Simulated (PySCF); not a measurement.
# EPR parameters of [C6H12O]+

C6H12O (charge +1 and doublet state).
Geometry (GFN2-xTB, Å), atoms numbered from 1 in this order:
```
atom  x, y, z in Å
C1     3.080    0.217    0.254
C2     2.160    0.129   -0.712
C3     0.960   -0.735   -0.624
C4    -0.250    0.240   -0.384
O5    -0.501    0.916   -1.545
C6    -1.461   -0.690   -0.013
C7    -2.637    0.183    0.367
H8     2.947   -0.238    1.225
H9     4.022    0.718    0.090
H10    2.251    0.703   -1.627
H11    1.037   -1.446    0.196
H12    0.769   -1.250   -1.564
H13   -0.039    0.902    0.465
H14   -0.629    1.867   -1.436
H15   -1.690   -1.298   -0.887
H16   -1.171   -1.331    0.817
H17   -3.447   -0.487    0.666
H18   -2.424    0.826    1.219
H19   -2.986    0.783   -0.469
```

The hyperfine couplings belong to this conformer and change with its torsions.

As a line formula: `[CH]([CH2+])C[C@@H](O)CC` [radical] (charge +1).

Computed, not measured: UKS B3LYP, pcH-1 on C H O, non-relativistic, mean-field spin-orbit, GIAO (PySCF). Geometry: GFN2-xTB, one conformer, isolated ion. A GFN2-xTB geometry isn't a minimum of the functional, and hyperfine couplings can be far from their values at a DFT geometry, by a factor of two or more for some ions and for spin on atoms past the first row. Stability of the SCF solution: not tested.

- g1, g2, g3: 2.00232, 2.00499, 2.00532
- g_iso: 2.00421
- Form of g: close to axial: the two nearest values differ by 11 % of g3 − g1
- ⟨S²⟩: 0.7558 (exact 0.7500)
- α and β electrons: 28, 27

Isotropic coupling and dipolar principal values T1 to T3, in mT (MHz turned into mT with g_iso):

| atom | isotope | a_iso | T1 | T2 | T3 | Mulliken spin population |
| --- | --- | --- | --- | --- | --- | --- |
| C1 | 13C | 0.74 | -1.09 | -1.04 | 2.13 | 0.37 |
| C2 | 13C | -0.09 | -0.69 | -0.41 | 1.10 | 0.14 |
| C3 | 13C | 0.00 | -0.49 | -0.47 | 0.97 | 0.08 |
| C4 | 13C | -0.61 | -0.73 | -0.67 | 1.40 | 0.10 |
| O5 | 17O | -0.54 | -2.06 | 1.01 | 1.05 | 0.18 |
| C6 | 13C | 0.73 | -0.53 | -0.52 | 1.06 | 0.12 |
| C7 | 13C | -0.01 | -0.17 | -0.17 | 0.34 | 0.04 |
| H8 | 1H | -0.37 | -0.47 | -0.15 | 0.62 | -0.01 |
| H9 | 1H | -0.26 | -0.51 | -0.14 | 0.65 | -0.01 |
| H10 | 1H | 0.24 | -0.28 | -0.11 | 0.39 | 0.00 |
| H11 | 1H | -0.11 | -0.22 | -0.03 | 0.25 | 0.00 |
| H12 | 1H | 0.10 | -0.23 | -0.03 | 0.27 | 0.00 |
| H13 | 1H | -0.19 | -0.32 | -0.07 | 0.39 | 0.00 |
| H14 | 1H | -0.45 | -0.49 | -0.17 | 0.66 | 0.00 |
| H15 | 1H | -0.18 | -0.24 | -0.04 | 0.28 | 0.00 |
| H16 | 1H | -0.19 | -0.26 | -0.03 | 0.29 | 0.00 |
| H17 | 1H | 2.23 | -0.13 | -0.05 | 0.18 | 0.02 |
| H18 | 1H | 0.17 | -0.12 | -0.04 | 0.16 | 0.00 |
| H19 | 1H | -0.09 | -0.14 | 0.03 | 0.10 | 0.00 |

Largest spin populations (Mulliken): C1 (+0.37), O5 (+0.18), C2 (+0.14) and C6 (+0.12).

The SMILES `[CH2+][CH]C[C@@H](O)CC` draws the unpaired electron on C2, whose computed spin population is only +0.14.

Axes: g2 points within 14° of the O5–H14 bond and g3 points within 14° of the C4–O5 bond.

Under fast tumbling the dipolar parts average out, and these isotropic splittings remain (the largest six): 3 × 1H (H17/H18/H19, I = 1/2, 4 lines) with 0.77 mT, 1 × 1H (H14, I = 1/2, 2 lines) with 0.45 mT, 1 × 1H (H8, I = 1/2, 2 lines) with 0.37 mT, 1 × 1H (H9, I = 1/2, 2 lines) with 0.26 mT, 1 × 1H (H10, I = 1/2, 2 lines) with 0.24 mT and 1 × 1H (H16, I = 1/2, 2 lines) with 0.19 mT.

Class means assume fast exchange of nuclei equivalent by connectivity; if that motion is slow, each nucleus keeps its own coupling. H8 and H9 aren't averaged: C1 is flat or nearly so (angle sum 360°), and its turn about the short C1–C2 bond (1.34 Å) is taken as slow. The three 1H nuclei of mean +21.5 MHz run from -2.6 to 62.5 MHz in the frozen geometry.

The 17O coupling of O5 (-15.0 MHz) shows only in satellite lines or after enrichment, since that isotope makes up about 0.038 % of natural oxygen.

The 13C coupling of C1 (20.8 MHz) shows only in satellite lines or after enrichment, since that isotope makes up about 1.07 % of natural carbon.

β density exceeds α density at some nuclei, such as C4 (-0.0152), H14 (-0.0028) and H8 (-0.0024), spin density in bohr⁻³. In a single determinant that takes different orbitals for the two spins, that is spin polarisation.

On one thread of an Intel Xeon 6975P-C, shared host, this took 50 s of wall time (with the writing of density and orbital grids) and 1.1 GiB of memory at its peak.
